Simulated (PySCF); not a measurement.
**C₆ coefficients of unlike pairs at UHF**

Calculated with PySCF 2.14 from the dipole response of each species, C₆(A,B) = (3/π) ∫ α_A(iu) α_B(iu) du, in atomic units, from isotropic polarisabilities. For ions this is the dispersion term alone; charge-induced terms of lower order in 1/R come first.

```json
{"species": "Cd", "configuration": "[Kr] 4d10 5s2 (1S)", "basis": "x2c-QZVPPall with one added diffuse shell each of s, p, d, f, g type (14s9p8d5f3g)", "relativity": "spin-free X2C", "α (bohr³)": "63.76", "C₆ (like pair)": "615.1"}
{"species": "Sb⁺", "configuration": "[Kr] 4d10 5s2 5p2 (3P)", "basis": "aug-cc-pVTZ-PP with one added diffuse shell each of d, f type with ECP28MDF (6s5p5d3f)", "relativity": "core potential", "α (bohr³)": "25.80", "C₆ (like pair)": "209.3"}
{"species": "Ne³⁺", "configuration": "[He] 2s2 2p3 (4S)", "basis": "dyall-acv3z (15s9p4d2f)", "relativity": "none", "α (bohr³)": "0.7145", "C₆ (like pair)": "0.6112"}
{"species": "In³⁺", "configuration": "[Kr] 4d10 (1S)", "basis": "def2-QZVPPD with the def2 core potential (28 electrons) (8s6p5d4f1g)", "relativity": "core potential", "α (bohr³)": "3.155", "C₆ (like pair)": "13.33"}
```

Estimate C₆ for Ne³⁺ with Cd.

The integral gives 13.78. The combination rule 2 C_A C_B / (C_A α_B/α_A + C_B α_A/α_B) gives 12.24 and the geometric mean 19.39.

No spin-orbit coupling is included.

The other pairs:

```
      pair     C₆
 Ne³⁺, Sb⁺  9.231
In³⁺, Ne³⁺  2.845
   Sb⁺, Cd  343.2
 In³⁺, Sb⁺  42.73
  In³⁺, Cd  63.11
```
